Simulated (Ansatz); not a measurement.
C$_{3}$H$_{5}$ClOSi, SMILES `OC1=C([SiH2]Cl)C1`. Charge 0, multiplicity 1.

```json
{"atom": "O1", "x (Å)": "-1.4735", "y (Å)": "1.9478", "z (Å)": "-0.2392"}
{"atom": "C2", "x (Å)": "-0.8354", "y (Å)": "0.8700", "z (Å)": "0.1774"}
{"atom": "C3", "x (Å)": "0.1258", "y (Å)": "0.0277", "z (Å)": "-0.0411"}
{"atom": "Si4", "x (Å)": "1.4996", "y (Å)": "-0.6851", "z (Å)": "-0.9800"}
{"atom": "Cl5", "x (Å)": "0.9902", "y (Å)": "-2.5722", "z (Å)": "-1.6383"}
{"atom": "C6", "x (Å)": "-0.7723", "y (Å)": "-0.1540", "z (Å)": "1.2139"}
{"atom": "H7", "x (Å)": "-2.1796", "y (Å)": "2.1541", "z (Å)": "0.3824"}
{"atom": "H8", "x (Å)": "2.6989", "y (Å)": "-0.8499", "z (Å)": "-0.1266"}
{"atom": "H9", "x (Å)": "1.8075", "y (Å)": "0.1453", "z (Å)": "-2.1663"}
{"atom": "H10", "x (Å)": "-1.5001", "y (Å)": "-0.9672", "z (Å)": "1.2213"}
{"atom": "H11", "x (Å)": "-0.3612", "y (Å)": "0.0836", "z (Å)": "2.1966"}
```

Task: List the harmonic frequencies (cm⁻¹, unscaled) at PBE0-D4/def2-TZVP in Ansatz. (Estimate.)

Result: Ansatz gave: 39, 77, 137, 259, 403, 423, 496, 525, 577, 608, 698, 786, 863, 944, 1003, 1037, 1087, 1101, 1261, 1378, 1507, 1938, 2247, 2255, 3052, 3120, 3839.

Task: Is this a minimum?

Result: Yes, all 27 modes are real.

Task: Give the ideal-gas thermochemistry at 298.15 K and 1 bar (rigid rotor, harmonic oscillator; point group C1, symmetry number 1).

Result: Zero-point energy 189.4 kJ/mol; H(298) − E = 211.3 kJ/mol; entropy 367.2 J/(mol·K), of which translation 168.6, rotation 119.1, vibration 79.5; G(298) − E = 101.8 kJ/mol. Modes under 100 cm⁻¹ are hindered rotations or soft bends, so the harmonic entropy is rough.

Task: Rotational constants (cm⁻¹)?

Result: 0.178, 0.03431, 0.03294.
